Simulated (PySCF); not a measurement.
**Computed data sheet: `C1[SiH2]C[SiH]1C(C)=C`**

C5H12Si2.
Structure used (GFN2-xTB), in Å, numbered top down from 1:
```
atom  x, y, z in Å
C1    -1.9376    1.8963   -0.7934
C2    -1.2419    0.8059   -0.5039
C3    -1.7709   -0.5600   -0.8191
Si4    0.4591    0.8858    0.3110
C5     0.6723   -0.3743    1.7484
Si6    1.8307   -1.4816    0.6961
C7     1.7916   -0.1164   -0.6487
H8    -1.5680    2.8824   -0.5680
H9    -2.9076    1.8542   -1.2678
H10   -1.0585   -1.1077   -1.4343
H11   -1.9109   -1.1278    0.1001
H12   -2.7233   -0.5069   -1.3446
H13    0.8142    2.2755    0.6270
H14   -0.2368   -0.8475    2.1095
H15    1.1631    0.0511    2.6199
H16    1.2146   -2.7432    0.2741
H17    3.1468   -1.7481    1.2805
H18    2.7353    0.4135   -0.7458
H19    1.5179   -0.4418   -1.6486
```

Among its groups: C=C double bond, Si–H bond and C–Si bond.

**GFN2-xTB geometry**

```yaml
Rotational_constants_A_B_C_of_the_GFN2-xTB_geometry: 3.359, 1.098, 1.029 GHz
```

**PBE0/def2-SVPD ground state and vertical TDDFT (core frozen in the response) (PySCF)**

```yaml
Dipole_moment: 0.42 D
HOMO_energy: -7.43 eV
LUMO_energy: -0.38 eV
HOMO–LUMO_gap: 7.05 eV
Lowest_singlet_excitation: 5.96 eV (208 nm, f = 0.001)
Strongest_line_among_the_6_lowest_singlet_transitions: S2 at 6.38 eV (194 nm, f = 0.344)
Lowest_triplet_excitation_Tamm–Dancoff: 4.22 eV
Static_isotropic_polarisability: 111.5 au
Electronic_spatial_extent_⟨r²⟩_about_the_centre_of_nuclear_charge: 1298 bohr²
```

PBE0/pcSseg-1 ground state and GIAO shieldings, non-relativistic (PySCF):

```yaml
Lowest_Hirshfeld_atomic_charge: -0.26 e on C5/C7
Highest_Hirshfeld_atomic_charge: +0.36 e on Si4
13C_chemical_shifts_computed_TMS_as_zero_by_class: 154.0 (C2), 133.9 (C1), 25.2 (C3), -1.5 (C5/C7) ppm
1H_chemical_shifts_computed_TMS_as_zero_by_class: 6.00 (H9), 5.75 (H8), 5.27 (H13), 4.91 (H17), 4.91 (H16), 2.17 (H10/H11/H12), 0.78 (H15/H18), 0.52 (H14/H19) ppm
Isotropic_shieldings_of_nuclei_other_than_C_and_H_by_class: 353 (Si4), 386 (Si6) ppm
Mayer_bond_orders_between_heavy_atoms: C1–C2 1.99, C2–C3 1.05, C2–Si4 0.82, Si4–C5 0.90, C5–Si6 0.92, Si6–C7 0.92, C7–Si4 0.90
```

Monoisotopic mass (most abundant isotopes): 128.0478 u.

The rotational constants make it an asymmetric top with κ = (2B − A − C)/(A − C) = -0.94, nearer the prolate limit (−1). The largest Löwdin shares of the LUMO are 0.24 on C1, 0.20 on C2, 0.12 on Si4 and 0.09 on Si6. The polarisability is 16.52 Å³ as a volume (1 au = 0.148185 Å³), or 1.59 au for each of the 70 electrons. In atomic units the dipole is 0.17 e·bohr (1 au = 2.5417 D). With B = h/(8π²I), that is 505.379 GHz u Å² over I, the principal moments of inertia are 150.5, 460.3 and 491.3 u Å² (most abundant isotopes). The largest Löwdin shares of the HOMO are 0.32 on C1, 0.28 on C2, 0.09 on C7 and 0.06 on Si4. The 6 singlets span 5.96 to 7.04 eV, and their oscillator strengths add up to 0.40. The principal polarisabilities are 91.4, 101.1 and 142.1 au; their mean is the isotropic value.

One conformer (not necessarily the lowest) at the GFN2-xTB geometry, without solvent or vibrations. NMR classes are plain means over equivalent atoms (diastereotopic ones count apart unless rotation or inversion swaps them), as if these changed places fast; in this geometry the members of some classes differ.

For the NMR shielding job (PBE0/pcSseg-1), rough CPU time on one thread of a shared machine: about 1.7 min.
